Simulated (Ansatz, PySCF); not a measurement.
Complex: C2H6 (SMILES CC) (first 8 atoms) with C3H6 (SMILES C=CC); geometry from B3LYP-D3(BJ)/def2-TZVP, rigid monomers moved along the line of their centres of mass till H4···C10 is 4.06 Å.
(charge 0, multiplicity 1):
```xyz
17

C      0.47675    -0.54246     0.48546
C     -0.53375     0.59854     0.54134
H      0.24210    -1.24154    -0.31987
H      0.48220    -1.10433     1.42064
H      1.48865    -0.16967     0.31235
H     -0.55737     1.15638    -0.39714
H     -0.29154     1.30229     1.33928
H     -1.54107     0.22407     0.73197
C     -1.27793    -0.38310     5.30436
C      0.04141    -0.47939     5.40334
C      1.00228     0.65504     5.24483
H     -1.76249     0.56387     5.09452
H     -1.92116    -1.24502     5.42630
H      0.48154    -1.45135     5.61144
H      1.68976     0.47129     4.41411
H      0.48229     1.59512     5.05667
H      1.61732     0.77649     6.14097
```

Counterpoise-corrected where a basis set is named; no monomer relaxation.

Frozen-core correlation.

Codes used: Ansatz (a first-principles code); PySCF for the dispersion terms. Each number belongs to the level named beside it.

PBE/def2-TZVPPD gives -0.23 kcal/mol for the interaction energy.

Q: Predict the shift from PBE, with its sign, for: PBE-D3(BJ)/def2-TZVPPD, r2SCAN/def2-TZVPPD, PBE0/def2-TZVPPD, wB97M-V/def2-TZVPPD, MP2/aug-cc-pVDZ.

A: PBE-D3(BJ)/def2-TZVPPD -0.52; r2SCAN/def2-TZVPPD 0.02; PBE0/def2-TZVPPD 0.06; wB97M-V/def2-TZVPPD -0.35; MP2/aug-cc-pVDZ -0.35 kcal/mol. 2 of 5 lie above PBE; the widest gap is to PBE-D3(BJ)/def2-TZVPPD.
